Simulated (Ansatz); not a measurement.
Program: Ansatz. Geometries: PBE0-D4/def2-TZVP. ΔE: electronic, gas phase. CBS: MP2 limit from def2 TZ/QZ plus the TZ coupled-cluster correction, frozen cores. DFT in def2-TZVPP. Each species was taken in one conformer, which may not be the lowest.

Reaction (formal exchange of groups at a B–C bond): `CB1O[SiH2]1` + `N=C(F)F` → `FB1O[SiH2]1` + `CC(=N)F`

| level | ΔE (kcal/mol) |
| --- | --- |
| PBE0-D4 | -32.9 |
| BHLYP-D4 | -36.0 |
| ωB97M-V | -34.4 |
| HF/def2-QZVPP | -37.3 |

**Question.** What does CCSD(T)/CBS give? (An estimate is asked.)

**Answer.** Computed: -36.3 kcal/mol. The listed levels differ from it by 3.4, 0.3, 1.9, -1.0 kcal/mol.

Largest T1 diagnostic among the species: 0.015.

At CCSD(T), def2-SVP lies +2.1 kcal/mol from the extrapolated value and def2-TZVPP +1.1 kcal/mol. In def2-TZVPP, CCSD(T) changes the Hartree–Fock value by +1.7 kcal/mol (the triples alone add +0.5 kcal/mol) and MP2 by +0.8 kcal/mol.
